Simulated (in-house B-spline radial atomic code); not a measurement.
Results of a calculation; reference values are marked as such.
B in an electron gas of r_s = 1.65: phase shifts, screening and friction

A nucleus sits in a uniform electron gas with a rigid positive background. The Kohn-Sham equations are solved self-consistently in the spin-unpolarised LDA (PW92), non-relativistic, on B-splines with outgoing waves at the boundary and partial waves to l = 8. The model has no lattice, no bands and no magnetic solution. Atomic units; δ_l are the phase shifts at the Fermi level, counted so that each bound state adds π, and good to about 0.0005.

The density parameter is r_s = 1.65 bohr.

```tsv
l	δ_l (rad)
0	3.4928
1	1.1480
2	0.1262
3	0.0282
4	0.0071
5	0.0018
6	0.0006
7	0.0002
8	0.0001
```

Bound levels below the band bottom (hartree): s -5.71.

Question: Check the Friedel sum rule, and say where the screening charge sits.

Answer: k_F = (9π/4)^(1/3)/r_s = 1.16313. The rule is Z = (2/π) Σ (2l + 1) δ_l. The terms are s 2.224, p 2.193, d 0.402, f 0.126 and 0.061 beyond, in all 5.005 against Z = 5. Bound states hold 2 s, 0 p, 0 d electrons, so the scattering states carry 3.00 in all.

Question: Find the transport cross section and the electronic stopping of a 2 keV B ion (mass 10.81 u).

Answer: σ_tr = (4π/k_F²) Σ (l + 1) sin²(δ_l − δ_(l+1)). The terms for l = 0 to 3 are 0.5114, 1.4554, 0.0287, 0.0018, all together 1.9974, so σ_tr = 9.289 × 1.9974 = 18.554 bohr². With n = 3/(4π r_s³) = 0.05314, the friction coefficient is Q = n k_F σ_tr = 1.1469. For v well below v_F = 1.163, dE/dx = Q v; with 24801 eV per u at v = 1, v = √(2000/(24801 × 10.81)) = 0.0864, so dE/dx = 0.09906 hartree/bohr = 50.9 eV/nm. The largest term couples the p and d waves.
